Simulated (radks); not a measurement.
Q: The chromium ion Cr9+, [Ne] 3s2 3p3. Calculated with a radial shooting solver on a logarithmic mesh with Libxc functionals: non-relativistic Kohn-Sham, r2SCAN, spin-polarised, spherical densities, point nucleus; meta-GGA in the generalised Kohn-Sham scheme. Every spin shell is full or empty, so the densities are truly spherical. Functionals are evaluated on that one density, not self-consistently. Rank these exchange functionals by their error against the exact value of the orbitals, and give that value: LDA, PBEsol, RPBE, PW91, WC, B86b, revTPSS, r2SCAN, MS2, Tao-Mo.

A: Exact: -41.7054 hartree. From best to worst, with 100 (|E| - |E exact|)/|E exact| (equal figures are ties): MS2 -0.03, B86b +0.04, r2SCAN -0.05, RPBE -0.06, PW91 -0.14, Tao-Mo -0.30, revTPSS -0.60, WC -1.49, PBEsol -3.31, LDA -7.48.
